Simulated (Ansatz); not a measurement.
Reaction (formal exchange of groups at a C–C bond): `C[C](=O)[GeH2][F]` + SiH₄ → `O=[C]([SiH3])[GeH2][F]` + CH₄

Computed with Ansatz on PBE0-D4/def2-TZVP structures; ΔE is electronic, products minus reactants. CCSD(T)/CBS adds triple-zeta CCSD(T) − MP2 to the extrapolated MP2 energy (def2 sets, frozen cores). This one scheme is used for every species. DFT in def2-TZVPP. B3LYP here is the variant with VWN-RPA as its local correlation; programs differ in this. For Ge outer-core shells are correlated without core-valence functions, which leaves a few kJ/mol of doubt a bond. Scalar relativity is left out up to krypton. One conformer a species, not always the lowest.

Q: Is it downhill or uphill in electronic energy at CCSD(T)/CBS, and by how much? (Estimate.)

A: Computed: Uphill: ΔE = +0.06 eV.

Q: What do these levels give: B3LYP-D4, B2PLYP, HF/def2-TZVPP, CCSD(T)/def2-TZVPP, MP2/def2-QZVPP, HF/CBS(def2)? (An estimate is asked.)

A: Computed: B3LYP-D4 0.03, B2PLYP 0.07, HF/def2-TZVPP 0.18, CCSD(T)/def2-TZVPP 0.08, MP2/def2-QZVPP 0.08, HF/CBS(def2) 0.18 eV.

Largest T1 diagnostic among the species: 0.014.

From PBE to PBE0 (25 % exact exchange), in def2-TZVPP and without D4, ΔE moves by +0.05 eV. In def2-TZVPP, CCSD(T) changes the Hartree–Fock value by −0.10 eV (the triples alone add −0.02 eV) and MP2 by −0.08 eV.
